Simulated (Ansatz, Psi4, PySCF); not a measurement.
System: Si2H4F (charge 0, doublet). SMILES: [SiH2][SiH2]F
Structure (B3LYP-D3(BJ)/def2-TZVP (Ansatz, a first-principles code) minimum search):
```xyz
7

F     -1.5224    -0.8332    -0.5339
Si    -0.7300     0.2729     0.3301
Si     1.5482     0.1217    -0.1507
H     -1.2308     1.6104    -0.0595
H     -1.0562     0.0132     1.7525
H      2.2801     1.3812     0.1368
H      2.2545    -1.0301     0.4641
```
Charge 0, spin multiplicity 2.

Wanted: size of the dipole moment, in D. Set-up: dispersion terms only where a functional's name holds one; 6-311+G** with 5d, 6d on Na to Ar in Ansatz; UHF or UKS for open shells; non-relativistic; no spin-orbit coupling; 6-31G* and kin with 6d, 5d where marked. First-principles rows: single points at B3LYP-D3(BJ) geometries (Ansatz).

```csv
level,program,size of the dipole moment (D)
PBE/6-31G*,Ansatz,1.22
PBE/def2-SVP,Ansatz,1.20
PBE/6-311+G**,Ansatz,1.53
BP86/6-31G* (5d),PySCF,1.20
B3LYP/3-21G,Ansatz,1.44
B3LYP/6-31G*,Ansatz,1.30
B3LYP/def2-SVP,Ansatz,1.29
B3LYP/cc-pVDZ,Ansatz,1.29
wB97X-D/6-31G*,Psi4,1.35
```

No value to compare with is used here. The 9 habitual levels span 1.20 (PBE/def2-SVP) to 1.53 D (PBE/6-311+G**).

The levels are drawn from those run, B3LYP/6-31G* more often than the rest, none by its result; left out are runs that failed, that the program found above a lower state of the same kind, or whose <S^2> lies over 0.5 above the pure value.
